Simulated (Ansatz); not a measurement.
Basis-set extrapolation for C₃H₁₀O₂Si, SMILES `CCO[SiH2]OC` (PBE0-D4/def2-TZVP geometry, frozen core, Ansatz). Multiplicity 1, RHF reference.

```csv
,def2-TZVPP,def2-QZVPP
HF,-558.290513,-558.313397
MP2 correlation,-1.119285,-1.200384
CCSD(T) correlation,-1.216613,not run
```

Energies in hartree. Use E(X) = E(∞) + A·exp(−7.88·√X) for Hartree–Fock and E(X) = E(∞) + B·X^(−2.97) for correlation, with X = 3 and 4, and add CCSD(T) minus MP2 of the smaller set to the MP2 limit.

Task: What is the CCSD(T) energy at the basis-set limit?

Result: HF limit: -558.313397 + (-0.022884) × 0.13774 = -558.31655. MP2 limit: -1.200384 + (-0.081099) × 0.74074 = -1.26046. Higher-order term: -1.216613 − (-1.119285) = -0.09733. Total: -559.67434 hartree, 439.0 kJ/mol below CCSD(T)/def2-TZVPP.
